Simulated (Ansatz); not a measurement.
Z-matrix (Å, degrees):
```
C
O 1 1.436
Si 1 1.893 2 108.7
Si 1 1.893 2 108.7 3 124.2
H 1 1.100 2 109.9 3 -117.9
B 2 1.342 1 122.3 3 117.9
H 3 1.487 1 108.5 2 -177.7
H 3 1.484 1 110.1 2 62.4
H 3 1.486 1 109.4 2 -58.0
H 4 1.487 1 108.6 2 177.9
H 4 1.486 1 109.4 2 58.1
H 4 1.484 1 110.1 2 -62.2
H 6 1.196 2 116.6 1 -180.0
H 6 1.203 2 120.1 1 0.0
```

Charge 0, multiplicity 1.

(1) List the B3LYP/def2-TZVPP orbital energies in eV (Ansatz 0.2.0). (Estimate.)

## Answers

(1) The calculation gave: Occupied: -1799.08, -1799.08, -521.61, -278.24, -184.11, -143.65, -143.65, -98.96, -98.96, -98.96, -98.96, -98.95, -98.95, -28.71, -19.34, -15.26, -15.02, -14.51, -12.08, -11.78, -11.69, -10.27, -9.90, -9.64, -9.52, -9.10, -8.60, -7.98. Lowest empty: -0.82, -0.07, 0.23, 0.71, 0.97, 1.18, 1.26, 1.49.

B3LYP here is the variant with VWN-RPA as its local correlation; programs differ in this.
